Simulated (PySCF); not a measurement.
NbOCl₂, SMILES [Cl][Nb](=[O])[Cl] (connectivity only; charge and spin as stated), neutral, multiplicity 2.

The structure is a stationary point at B3LYP-D3(BJ)/def2-SVP. The multiplicity is an assumed one; other spin states were not compared. The isomer is the one that the SMILES or the coordinates give; other isomers of the formula were not compared. The def2 effective core potentials stand for the cores of Nb; spin–orbit coupling is left out.

The numbers are results of PBE/def2-TZVPD (PySCF), not measurements.

Gas-phase values at a fixed geometry.

The total energy comes out as -1052.42392 hartree and the point group comes out as C2v. The α spin, highest occupied and lowest empty level is -5.82 and -4.70 eV and the β spin, highest occupied and lowest empty level is -8.29 and -4.33 eV. The dipole moment comes out as 0.96 D, the quadrupole, principal values (traceless, Buckingham form, about the centre of nuclear charge) is -4.06, -2.34, 6.40 D·Å and the mean static polarisability is 76.5 bohr³ (11.33 Å³). The polarisability, principal values is 62.3, 73.5, 93.6 bohr³ and the ⟨S²⟩ comes out as 0.755 (pure state 0.75).
